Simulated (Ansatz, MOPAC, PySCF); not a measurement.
Dimer: N2 (SMILES N#N) (first 2 atoms) with CH4O (SMILES CO); geometry from B3LYP-D3(BJ)/def2-TZVP.
(charge 0, multiplicity 1):
| atom | x (Å) | y (Å) | z (Å) |
|---|---|---|---|
| N | -0.3484 | 0.3628 | -0.3261 |
| N | 0.3666 | -0.3585 | 0.0709 |
| C | 0.2281 | -0.4959 | 3.6436 |
| O | -0.6327 | 0.4388 | 3.0066 |
| H | 0.9253 | -0.0098 | 4.3348 |
| H | 0.8048 | -0.9786 | 2.8562 |
| H | -0.3298 | -1.2671 | 4.1860 |
| H | -1.1589 | 0.8833 | 3.6782 |

Counterpoise-corrected where a basis set is named; no monomer relaxation.

The state that PM7 reach isn't checked; PM7 holds dispersion and hydrogen-bond terms.

The values were computed with Ansatz (Gaussian basis) for Hartree–Fock, density functionals and correlated methods; MOPAC for PM7 (differences of heats of formation); PySCF for the dispersion terms. 

One of these levels gives -1.61 kcal/mol for the interaction energy. Name it.
(A) BLYP-D3(BJ)/def2-TZVPPD
(B) PM7
(C) revPBE/def2-TZVPPD

B, PM7. The others give -0.80 (BLYP-D3(BJ)/def2-TZVPPD), 0.30 (revPBE/def2-TZVPPD)

Ansatz is a program for electronic structure.
